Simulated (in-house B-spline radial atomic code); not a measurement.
Configurations of Ca2+, with energies counted from [Ne] 3s2 3p6. Method: non-relativistic revTPSS, spin-polarised, spherical fractional occupations, point nucleus. Calculated with a B-spline radial code for spherical atoms. Shells without spins written out take the highest spin.

Occupations are held fixed; configurations that lie above the ionisation limit could autoionise.

```
                                     configuration  E - E(ref) (eV)  highest orbital  its <r> (bohr)
        [Ne] 3s2 3p(3 up, 2 down) 3d(1 up, 0 down)           26.732            3d up           1.634
                                  [Ne] 3s2 3p5 4s1           30.522            4s up           3.083
                                  [Ne] 3s2 3p5 4p1           34.588            4p up           3.548
                                  [Ne] 3s1 3p6 3d1            45.99            3d up            1.61
        [Ne] 3s(1 up, 0 down) 3p6 4d(0 up, 1 down)           59.624          4d down           4.702
[He] 2s2 2p(2 up, 3 down) 3s2 3p6 4s(1 up, 0 down)           353.48            4s up           3.031
                          [He] 2s2 2p5 3s2 3p6 4p1           357.53            4p up            3.46
```

Question: Order these further configurations by energy, lowest first.
A. [Ne] 3s1 3p6 4f1
B. [He] 2s2 2p5 3s2 3p6 3d1
C. [He] 2s2 2p5 3s2 3p6 4f1
D. [Ne] 3s1 3p6 4d1
E. [Ne] 3s2 3p5 4d1

Answer: E (39.918 eV), D (59.532 eV), A (62.8 eV), B (348.24 eV), C (366.49 eV).

Question: How far above the reference does [Ne] 3s1 3p6 4p1 lie?

Answer: 54.195 eV; its least bound orbital is 4p up with <r> = 3.537 bohr.

Question: How far above the reference does [He] 2s2 2p(3 up, 2 down) 3s2 3p6 4d(1 up, 0 down) lie?

Answer: 362.94 eV; its least bound orbital is 4d up with <r> = 4.532 bohr.
